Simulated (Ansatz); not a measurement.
Ansatz (an electronic-structure program) input:

Ansatz 0.2 input:
```yaml
crystal:
  periodic: [false, false, false]
  atoms:
    - {symbol: Ta, position_ang: [0.00000000, 0.00000000, 0.00000000]}
    - {symbol: O, position_ang: [-0.00000000, -0.00000000, -1.90186068]}
    - {symbol: H, position_ang: [-0.00000000, -0.00000000, -2.85548913]}
    - {symbol: O, position_ang: [0.00000000, 0.00000000, 1.90186068]}
    - {symbol: H, position_ang: [0.00000000, 0.00000000, 2.85548913]}
basis:
  gaussian:
    orbitals: def2-TZVP
hamiltonian:
  xc: b3lyp
  dispersion: d3bj
magnetization: {spin_polarized: true, initial_magnetization: 3}
phonons: {temperatures: {t_min: 298.15, t_max: 298.15, t_step: 100}}
```

Question: Which total energy does the run end on?

Answer: -208.78834 Eh (B3LYP-D3(BJ)/def2-TZVP). The basis has 114 functions.

The spin state was set by rule; other spins were not relaxed.
